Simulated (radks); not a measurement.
Problem. These are the eigenvalues of the occupied orbitals of an atom or ion with whole-number occupations (eV). Method: non-relativistic Kohn-Sham, LDA (Slater exchange, Perdew-Wang correlation), spin-polarised, spherical densities, point nucleus; computed with a radial shooting solver on a logarithmic mesh with Libxc functionals.

1s up: -510.6712
1s down: -509.2214
2s up: -24.9052
2s down: -21.8152
2p up: -10.3632
2p down: -7.4135

Which element is it, and in what charge state? The configuration may be excited. Open shells, if any, are filled with parallel spins first.

Solution. Z = 8, oxygen, charge 0: O in [He] 2s2 2p4. The list shows which subshells hold electrons but not how many an open one holds; the 1s level, -18.767 hartree, gives Z - s = 6.1 by -(Z - s)^2/2, which with screening narrows Z to a few neighbours, and the depths of the outer levels then fix element, charge and occupations together.
